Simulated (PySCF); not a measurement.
Radial density of Cu¹⁵⁺ (copper, charge +15)

UHF, [Ne] 3s2 3p2, high-spin 3P determinant. All numbers are calculated (PySCF 2.14, scalar relativity by spin-free X2C-1e, in an uncontracted even-tempered set (19 s from 1.1 bohr⁻², ratio 2.5; 12 p from 1.4 bohr⁻², ratio 2.5; 5 d from 7.1 bohr⁻², ratio 2.7; 4 f from 11 bohr⁻², ratio 2.7)).

```csv
r (bohr),4πr²ρ (e/bohr),4πr²(ρα − ρβ)
0.000906,0.2504,0.0000
0.00152,0.6345,0.0000
0.00256,1.574,0.0001
0.00431,3.767,0.0003
0.00725,8.457,0.0010
0.0122,17.04,0.0051
0.0205,28.54,0.0274
0.0345,35.44,0.1359
0.0581,30.24,0.5281
0.0977,29.29,1.2606
0.164,39.43,1.0025
0.276,20.75,0.0551
0.465,9.110,3.6281
0.782,4.663,2.2561
1.31,0.1163,0.0621
2.21,8.045e-05,0.0000
```

Densities and radii are taken from the X2C orbitals without a picture-change correction, which distorts them close to the nucleus.
